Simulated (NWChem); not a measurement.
System: SbF2 cation; SMILES [F][Sb+][F]

The following NWChem deck was run.

```
start job
memory heap 200 mb stack 900 mb global 1100 mb
charge 1
geometry units angstroms noautoz
  Sb     0.000000     0.000000     0.272894
  F     -1.398951     0.000000    -0.979397
  F      1.398951     0.000000    -0.979397
end
basis spherical
  Sb library def2-svpd
  F library def2-svpd
end
ecp
  Sb library def2-ecp
end
dft
  xc xwpbe 0.80 cpbe96 1.0 hfexch 1.00
  cam 0.2 cam_alpha 0.2 cam_beta 0.8
  iterations 150
end
tddft
  nroots 8
  notriplet
end
task tddft energy
```

Geometry: optimised at PBE0/def2-SVP. def2 effective core potentials on Sb; no spin-orbit coupling.

Vertical excitations in the gas phase.

### Question
Predict the main results of this run. (LRC-wPBEh/def2-SVPD with def2 effective core potentials on Sb, full TDDFT.) Quantities: lowest excitation, singlet (eV); oscillator strength of that lowest state; lowest state with f > 0.02, singlet (eV); oscillator strength of that bright state; orbital gap (eV).

### Answer
lowest excitation, singlet (eV): 4.99
oscillator strength of that lowest state: 0.039
lowest state with f > 0.02, singlet (eV): 4.99
oscillator strength of that bright state: 0.039
orbital gap (eV): 9.86
